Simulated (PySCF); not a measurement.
Compound: C₅H₈OSi.
Numbering: `[CH3:1][C:2]#[C:3]/[CH:4]=[CH:5]/[O:6][SiH3:7]` (hydrogens: H8, H9, H10 on C1; H11 on C4; H12 on C5; H13, H14, H15 on Si7)

The same species was optimised twice, with GFN2-xTB and with PBE0-D3(BJ)/def2-SVP (PySCF), and the same property calculations (PySCF, gas phase) were run on both structures.

```json
{"coordinate": "O6–Si7 (Å)", "GFN2-xTB": "1.628", "PBE0-D3(BJ)/def2-SVP": "1.686", "change": "+0.058"}
{"coordinate": "C4=C5 (Å)", "GFN2-xTB": "1.333", "PBE0-D3(BJ)/def2-SVP": "1.348", "change": "+0.015"}
{"coordinate": "C2≡C3 (Å)", "GFN2-xTB": "1.204", "PBE0-D3(BJ)/def2-SVP": "1.216", "change": "+0.012"}
{"coordinate": "C3–C4 (Å)", "GFN2-xTB": "1.408", "PBE0-D3(BJ)/def2-SVP": "1.419", "change": "+0.011"}
{"coordinate": "C1–C2 (Å)", "GFN2-xTB": "1.446", "PBE0-D3(BJ)/def2-SVP": "1.453", "change": "+0.007"}
{"coordinate": "C5–O6 (Å)", "GFN2-xTB": "1.341", "PBE0-D3(BJ)/def2-SVP": "1.340", "change": "-0.001"}
{"coordinate": "C5–O6–Si7 (°)", "GFN2-xTB": "133.2", "PBE0-D3(BJ)/def2-SVP": "127.7", "change": "-5.5"}
{"coordinate": "C2–C3–C4 (°)", "GFN2-xTB": "178.3", "PBE0-D3(BJ)/def2-SVP": "178.8", "change": "+0.5"}
{"coordinate": "C3–C4–C5 (°)", "GFN2-xTB": "122.8", "PBE0-D3(BJ)/def2-SVP": "123.2", "change": "+0.4"}
{"coordinate": "C4–C5–O6 (°)", "GFN2-xTB": "125.8", "PBE0-D3(BJ)/def2-SVP": "125.9", "change": "+0.1"}
{"coordinate": "C1–C2–C3 (°)", "GFN2-xTB": "179.5", "PBE0-D3(BJ)/def2-SVP": "179.6", "change": "+0.1"}
{"coordinate": "C4–C5–O6–Si7 (°)", "GFN2-xTB": "0", "PBE0-D3(BJ)/def2-SVP": "-1", "change": "-1"}
```

Rotational constants: A = 13228, B = 658.6, C = 634.4 MHz (GFN2-xTB) against A = 11780, B = 663.3, C = 635.2 MHz (PBE0-D3(BJ)/def2-SVP).

On the GFN2-xTB structure: lowest singlet, TDDFT (eV) 5.51 [wB97X-D/def2-SVPD]; lowest triplet, Tamm–Dancoff (eV) 3.55 [wB97X-D/def2-SVPD]; isotropic polarisability (au) 95.5 [wB97X-D/def2-SVPD]; HOMO (eV) -7.99 [wB97X-D/def2-SVPD]; LUMO (eV) 1.46 [wB97X-D/def2-SVPD]; dipole (D) 0.44 [wB97X-D/def2-SVPD].

**Question.** What do these properties become on the PBE0-D3(BJ)/def2-SVP structure?

**Answer.** 
```
                                    property              level  on GFN2-xTB  on PBE0-D3(BJ)/def2-SVP  change
                  lowest singlet, TDDFT (eV)  wB97X-D/def2-SVPD         5.51                     5.41   -0.10
           lowest triplet, Tamm–Dancoff (eV)  wB97X-D/def2-SVPD         3.55                     3.44   -0.11
               isotropic polarisability (au)  wB97X-D/def2-SVPD         95.5                     98.1    +2.6
                                   HOMO (eV)  wB97X-D/def2-SVPD        -7.99                    -7.93   +0.06
                                   LUMO (eV)  wB97X-D/def2-SVPD         1.46                     1.41   -0.05
                                  dipole (D)  wB97X-D/def2-SVPD         0.44                     0.47   +0.03
energy, GFN2-xTB geometry as zero (kcal/mol)  wB97X-D/def2-SVPD          0.0                     -3.2    -3.2
```

The heavy atoms differ by 0.048 Å rms after alignment. Among bonds between heavy atoms O6–Si7 changes most (+0.058 Å). Changes are differences of the printed values. Neither structure is proved a minimum here.

The values belong to the conformer `[CH3:1][C:2]#[C:3]/[CH:4]=[CH:5]/[O:6][SiH3:7]`: C4–C5–O6–Si7 -1°.

Note: wB97X-D ran without an empirical dispersion term, which enters the total energy and its gradient alone.
